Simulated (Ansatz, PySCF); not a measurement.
Spin states of H2IrO2 (SMILES [OH][Ir][OH]), each relaxed with B3LYP-D3(BJ)/def2-TZVP.
State 1 (charge 0, multiplicity 4):
```
atom    x (Å)    y (Å)    z (Å)
----  -------  -------  -------
Ir     0.0040  -0.3031  -0.0607
O      1.5415   0.0003  -1.1165
H      1.6317   0.7656  -1.6941
O     -1.5396  -0.4839   1.0138
H     -1.6913   0.0509   1.8003
```
State 2 (charge 0, multiplicity 2):
```
atom    x (Å)    y (Å)    z (Å)
----  -------  -------  -------
Ir     0.0460  -0.3501  -0.0281
O      1.3852  -0.0555  -1.2466
H      1.6272   0.8332  -1.5398
O     -1.3044  -0.5642   1.1878
H     -1.8079   0.1663   1.5694
```

Singlets are restricted, other states unrestricted; no spin–orbit coupling, no relativity up to Kr; see below for the cores. The largest T1 diagnostic is 0.032.

Correlated levels freeze the inner cores; with def2 sets outer-core shells near the valence are correlated too.

Run with Ansatz (a first-principles code) with Gaussian orbitals; PySCF for the dispersion terms.  In def2 rows elements past Kr take small-core potentials, without spin–orbit coupling.

PBE/def2-TZVPP gives -4.73 kcal/mol for the energy of the multiplicity-2 state less that of the multiplicity-4 state.

### Question
Where do these levels fall relative to PBE: PBE-D3(BJ)/def2-TZVPP, r2SCAN/def2-TZVPP, B3LYP/def2-TZVPP, wB97M-V/def2-TZVPP, B2PLYP/def2-TZVPP, CCSD(T)/def2-SVP.

### Answer
PBE-D3(BJ)/def2-TZVPP -0.01; r2SCAN/def2-TZVPP 5.94; B3LYP/def2-TZVPP 4.44; wB97M-V/def2-TZVPP 6.73; B2PLYP/def2-TZVPP 5.08; CCSD(T)/def2-SVP 6.05 kcal/mol. 5 of 6 lie above PBE; the widest gap is to wB97M-V/def2-TZVPP.

Doubts at one or more of the structures used: a spin-contaminated determinant (PBE/def2-TZVPP, PBE-D3(BJ)/def2-TZVPP, r2SCAN/def2-TZVPP, B3LYP/def2-TZVPP, B2PLYP/def2-TZVPP).
